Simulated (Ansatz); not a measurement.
Consider the ligand exchange at the Si–C bond: `C=C([SiH3])OC` + `N=CCF` → `FC/C=N\[SiH3]` + `C=COC`.

Program: Ansatz. Geometries: PBE0-D4/def2-TZVP. ΔE: electronic, gas phase. CBS: MP2 limit from def2 TZ/QZ plus the TZ coupled-cluster correction, frozen cores. DFT in def2-TZVPP. B3LYP here is the variant with VWN-RPA as its local correlation; programs differ in this. One conformer a species, not always the lowest.

```csv
level,ΔE (kcal/mol),difference from CCSD(T)/CBS
ωB97X-V,-7.7,-0.5
B2PLYP,-8.2,-1.0
r2SCAN,-8.1,-0.9
PBE0,-7.2,0.0
B3LYP,-8.3,-1.1
SCS-MP2/def2-TZVPP,-8.0,-0.8
CCSD/def2-TZVPP,-7.4,-0.2
MP2/def2-QZVPP,-8.0,-0.8
SCS-MP2/def2-QZVPP,-8.1,-0.9
CCSD/CBS(def2),-7.6,-0.4
CCSD(T)/CBS,-7.2,0
```

Largest T1 diagnostic among the species: 0.013.

In def2-TZVPP, CCSD(T) changes the Hartree–Fock value by +3.1 kcal/mol (the triples alone add +0.4 kcal/mol) and MP2 by +2.3 kcal/mol.
